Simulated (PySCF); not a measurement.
## Core-level binding energies of `CO[C@@]1(F)C[SiH2]1`

Compound: C3H7FOSi.
Atom-mapped SMILES: `[CH3:1][O:2][C@@:3]1([F:4])[CH2:5][SiH2:6]1`

Method: delta-SCF UKS SCAN, pcX-2 on the ionised atom, pcseg-1 elsewhere, spin-free X2C in PySCF 2.14.0. Binding energies are ΔSCF values: E(core-ionised, relaxed orbitals) − E(ground state) at a fixed geometry, referred to the vacuum level.

**Question.** What binding energy does each computed site have?

**Answer.** 
```
atom(s)       bonded to     level  binding energy (eV)  2p1/2 (eV)  above the level's lowest (eV)  count
    Si6     2 C and 2 H     Si 1s              1846.53           –                           0.00      1
     F4               C      F 1s               692.05           –                           0.00      1
     O2             2 C      O 1s               538.82           –                           0.00      1
     C3  F, O, C and Si      C 1s               293.47           –                          +3.22      1
     C1       O and 3 H      C 1s               292.15           –                          +1.90      1
     C5   C, 2 H and Si      C 1s               290.25           –                           0.00      1
    Si6     2 C and 2 H  Si 2p3/2               106.84      107.46                           0.00      1
```

The listed C 1s values span 3.22 eV, from C5 (bonded to C, 2 H and Si) to C3 (bonded to F, O, C and Si). The widest gap between neighbouring values is 1.90 eV, between 290.25 and 292.15 eV.

**Question.** Which photon energy gives electrons from C 1s of C3 a kinetic energy of 20 eV, and what is their de Broglie wavelength?

**Answer.** hν = 293.47 + 20 = 313.47 eV, recoil neglected; λ = 12.264 Å/√(E/eV) = 2.74 Å.

Spin–orbit coupling isn't in the SCF: each 2p doublet comes from a relaxed spin-free hole plus a matrix of the shell (mean-field spin–orbit coupling and the ground-state 2p splitting), with 2p3/2 averaged over its two sublevels. 2p1/2 minus 2p3/2 (ligand field included): Si 0.62 eV. Isolated species at its PBE0-D3(BJ)/def2-SVP geometry (one conformer only).

The values belong to the conformer `[CH3:1][O:2][C@@:3]1([F:4])[CH2:5][SiH2:6]1`: C1–O2–C3–F4 -67°.
